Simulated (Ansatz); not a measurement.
Basis sets compared for Mo(OSiH3)4 (Si₄MoO₄H₁₂). Total charge 0; triplet. Geometry PBE-D4/def2-SVP. Ansatz on 4 threads of Arm Neoverse V1 on a shared host; times are rough, and most runs start from earlier orbitals.

Cartesian coordinates in Å:
```
Mo -0.2197 -1.1247 0.1537
O -0.1702 -1.7298 -1.6440
Si -0.1162 -0.9106 -3.1405
H -1.3971 -0.1624 -3.3780
H 0.0417 -1.9751 -4.1889
H 1.0582 0.0277 -3.2129
O -1.8514 -0.9255 1.1032
Si -2.9041 0.3930 1.3531
H -3.5805 0.7724 0.0660
H -2.1741 1.5824 1.9193
H -3.9309 -0.0718 2.3462
O 1.2212 -1.7003 1.2101
Si 2.6727 -1.3255 2.0061
H 3.7629 -2.1921 1.4452
H 2.4973 -1.5989 3.4719
H 2.9978 0.1275 1.7856
O -0.3388 0.7118 -0.4787
Si 0.4350 2.1848 -0.2526
H 1.7795 2.1947 -0.9383
H 0.6520 2.4616 1.2163
H -0.4354 3.2607 -0.8427
```

In the def2 sets Mo takes a core potential; there is no spin–orbit coupling.

Binding counts from free atoms (Mo septet, O triplet, Si triplet, H doublet) in the same basis, without a counterpoise term.

| level | functions | energy (Eh) | HOMO (eV) | LUMO (eV) | binding per atom (eV) | wall time |
| --- | --- | --- | --- | --- | --- | --- |
| PBE-D4/def2-SVP | 219 | -1533.0284 | -4.12 | -2.80 | 3.61 | 10 s |
| PBE0-D4/def2-SVP | 219 | -1533.0986 | -5.98 | -1.81 | 3.51 | 14 s |

(1) Estimate the rows for PBE-D4/def2-TZVP, PBE0-D4/def2-TZVP.

Answers

(1) 
```csv
level,functions,energy (Eh),HOMO (eV),LUMO (eV),binding per atom (eV),wall time
PBE-D4/def2-TZVP,384,-1533.8351,-4.25,-2.92,3.61,17 s
PBE0-D4/def2-TZVP,384,-1533.9011,-6.04,-1.91,3.51,35 s
```
